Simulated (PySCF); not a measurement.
Al(Me)(SH)2 (CH5AlS2), SMILES [Al]([SH])([CH3])[SH].

Geometry: B3LYP-D3(BJ)/def2-SVP. The structure was generated by enumeration; whether it is a known compound was not checked. The values are those of a single conformer.

All values below come from IEF-PCM-B3LYP/def2-SVP (PySCF).

The values are the electrostatic part of the solvation free energy, E(continuum) − E(gas) at the gas-phase geometry, in a cavity of scaled van der Waals radii (PySCF's table); cavitation and dispersion terms are not included. A continuum can't describe solvent molecules that bind to the metal. In vacuum the orbital gap is 6.47 eV. The dipole moment in vacuum is 0.20 D.

```
solvent              ε  ΔG(elec) (kcal/mol)  dipole (D)  gap (eV)
---------------  -----  -------------------  ----------  --------
water            78.36                 -5.9        0.47      6.75
tetrahydrofuran   7.43                 -4.7        0.38      6.70
ethylethanoate    5.99                 -4.4        0.37      6.69
```
